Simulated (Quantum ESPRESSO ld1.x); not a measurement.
Valence configurations of Tm IV (all share [Xe]). All-electron calculation, scalar-relativistic Kohn-Sham, PBE, spin-unpolarised, spherical densities, point nucleus. Program: ld1.x of Quantum ESPRESSO 7.5. Energies are relative to 4f12; eigenvalues in eV.

| valence | E (eV) | e(4f) | e(5d) | e(6p) | e(6s) |
|---|---|---|---|---|---|
| 4f12 | 0.000 | -35.740 | - | - | - |
| 4f11.5 5d0.5 | 6.043 | -39.418 | -26.016 | - | - |
| 4f11 5d1 | 13.485 | -43.277 | -26.982 | - | - |
| 4f11 6s1 | 15.822 | -46.548 | - | - | -26.444 |
| 4f11 6p1 | 22.271 | -47.840 | - | -20.721 | - |
| 4f10.5 6s0.5 6p1 | 33.790 | -53.663 | - | -21.567 | -28.315 |
| 4f10 6s2 | 40.691 | -58.478 | - | - | -28.767 |
| 4f10 6s1 6p1 | 47.720 | -59.742 | - | -22.391 | -29.439 |
| 4f10 6p2 | 54.780 | -60.988 | - | -22.997 | - |
| 4f9 6s1 6p2 | 91.017 | -73.821 | - | -24.521 | -32.217 |

NIST lists [Xe] 4f12 as the ground configuration; this level of theory agrees among the configurations tried. The energies are those of spherical spin-averaged densities, not of single terms.
